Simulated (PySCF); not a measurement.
Isomers of C7H10Si.

All values: CAM-B3LYP/def2-SVPD (PySCF) at GFN2-xTB geometries, gas phase, one conformer each. Core orbitals are frozen in the response; Δα² is half the sum of the squared differences of the principal polarisabilities.

(1) Rank by HOMO–LUMO gap, lowest first.
A. `[SiH3:1][CH2:2][C@@:3]12[CH:4]=[CH:5][C@H:6]3[C@@H:7]1[C@@H:8]23` with Si1–C2–C3–C4 68°
B. `CC#CC1=C[SiH2][C@H]1C`
C. `[CH2:1]=[CH:2][CH2:3][C:4]1=[CH:5][CH:6]=[CH:7][SiH2:8]1` with C1–C2–C3–C4 -115°, C2–C3–C4–C5 -107°
D. `[CH2:1]=[C:2]([CH3:3])[C:4]1=[CH:5][CH:6]=[CH:7][SiH2:8]1` with C1–C2–C4–C5 180°

(2) Rank by mean static polarisability, highest first.
A. `[SiH3:1][CH2:2][C@@:3]12[CH:4]=[CH:5][C@H:6]3[C@@H:7]1[C@@H:8]23` with Si1–C2–C3–C4 68°
B. `[CH2:1]=[CH:2][CH2:3][C:4]1=[CH:5][CH:6]=[CH:7][SiH2:8]1` with C1–C2–C3–C4 -115°, C2–C3–C4–C5 -107°
C. `CC#CC1=C[SiH2][C@H]1C`
D. `[CH2:1]=[C:2]([CH3:3])[C:4]1=[CH:5][CH:6]=[CH:7][SiH2:8]1` with C1–C2–C4–C5 180°

Results:

(1) D (6.60 eV), C (7.35 eV), B (8.16 eV), A (8.79 eV).

(2) C (16.70 Å³), D (16.27 Å³), B (15.63 Å³), A (14.35 Å³).

All values together:

```csv
SMILES,μ (D),HOMO (eV),LUMO (eV),α (Å³),Δα (Å³)
C=CCC1=CC=C[SiH2]1,0.35,-7.67,-0.32,15.63,6.86
C=C(C)C1=CC=C[SiH2]1,0.58,-7.29,-0.70,16.27,9.14
[SiH3]C[C@@]12C=C[C@H]3[C@@H]1[C@H]32,1.08,-7.60,1.18,14.35,4.15
CC#CC1=C[SiH2][C@H]1C,1.17,-7.93,0.23,16.70,11.78
```

Conformers: `[CH2:1]=[CH:2][CH2:3][C:4]1=[CH:5][CH:6]=[CH:7][SiH2:8]1` with C1–C2–C3–C4 -115°, C2–C3–C4–C5 -107°; `[CH2:1]=[C:2]([CH3:3])[C:4]1=[CH:5][CH:6]=[CH:7][SiH2:8]1` with C1–C2–C4–C5 180°; `[SiH3:1][CH2:2][C@@:3]12[CH:4]=[CH:5][C@H:6]3[C@@H:7]1[C@@H:8]23` with Si1–C2–C3–C4 68°.
